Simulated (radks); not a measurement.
All-electron atom: Ir LXXV in [He] 2s1.

Method: non-relativistic Kohn-Sham, LB94 model potential, spin-polarised, spherical densities, point nucleus; open shells are filled with parallel spins first (spin-orbit coupling, left out, can overturn this in heavy ions); relativity is left out, which matters for an element this heavy; computed with a radial shooting solver on a logarithmic mesh with Libxc functionals.

Energy parts (eV):
| part | energy |
|---|---|
| kinetic | 179283.63 |
| electron-nucleus | -360776.83 |
| Hartree | 3625.68 |
(The LB94 potential has no energy functional, so no total or exchange-correlation energy is given.)

Orbitals (lengths in bohr, moments of r in powers of bohr; <r^-3> diverges for s and p1/2; r(max) is where P^2 peaks; r(90%) holds 90 % of the orbital's charge):
orbital  occ.  eigenvalue (eV)   r(max)  r(90%)  <r^-3>
1s up       1        -78760.85  0.01303  0.0348       -
1s down     1        -78751.45  0.01304  0.0348       -
2s down     0        -19347.70  0.06881   0.120       -
2s up       1        -19323.24  0.06897   0.121       -
2p down     0        -19245.67  0.05279   0.106   18170
2p up       0        -19193.94  0.05292   0.106   18090
3s down     0        -8555.660   0.1729   0.257       -
3s up       0        -8555.346   0.1730   0.257       -

The highest occupied level is 2s up at -19323.2 eV. The configuration is held as typed, so some empty levels lie below it. For comparison, the ionisation energy in NIST's Atomic Spectra Database is 21556.6 eV (theoretical). In exact Kohn-Sham theory the highest level is minus the ionisation energy, but local and semilocal functionals leave it too shallow, through self-interaction and a potential that decays too fast; potentials with the right tail come closer. The electron density at the nucleus is 3.053e+05 e/bohr^3. Summed over all electrons, <r^2> = 0.008345 bohr^2, which gives a Langevin (diamagnetic) susceptibility term of -0.00661 x 10^-6 cm^3/mol.
